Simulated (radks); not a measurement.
Q: Nd2+, 58 electrons, occupied as [Xe] 4f4. All-electron calculation, Dirac Kohn-Sham, PBE, spin-unpolarised, spherical densities, point nucleus; open shells fill j = l - 1/2 first. Program: a radial shooting solver on a logarithmic mesh with Libxc functionals. Some entries of the table are withheld. Estimate them.

orbital,occ.,eigenvalue (eV),<1/r> (bohr^-1),<r^2> (bohr^2)
1s1/2,2,-43375.99,66.06,0.0007598
2s1/2,2,-7023.085,15.64,0.01197
2p1/2,2,-6644.518,15.62,0.008750
2p3/2,4,-6124.429,14.03,0.01000
3s1/2,2,-1533.407,5.665,0.08094
3p1/2,2,(1),5.578,0.07596
3p3/2,4,(2),5.182,0.08332
3d3/2,4,-986.8791,5.052,(3)
3d5/2,6,-964.4367,4.951,(4)
4s1/2,2,(5),2.352,0.4165
4p1/2,2,-254.0992,2.246,0.4430
4p3/2,4,-231.6072,2.114,0.4837
4d3/2,4,-131.5081,1.893,0.5718
4d5/2,6,-127.5369,1.860,0.5883
5s1/2,2,-53.3050,0.9017,2.436
5p1/2,2,-37.0543,0.7926,3.107
5p3/2,4,-34.0049,0.7470,3.440
4f5/2,4,-14.6654,1.261,1.585
4f7/2,0,-14.2587,1.245,1.639
5d3/2,0,-13.6917,0.4961,7.744
5d5/2,0,-13.4402,0.4873,7.995
6s1/2,0,-13.3763,0.3466,14.97

A: 
(1) 3p1/2 eigenvalue (eV): -1371.845
(2) 3p3/2 eigenvalue (eV): -1268.018
(3) 3d3/2 <r^2> (bohr^2): 0.06759
(4) 3d5/2 <r^2> (bohr^2): 0.06967
(5) 4s1/2 eigenvalue (eV): -315.0488
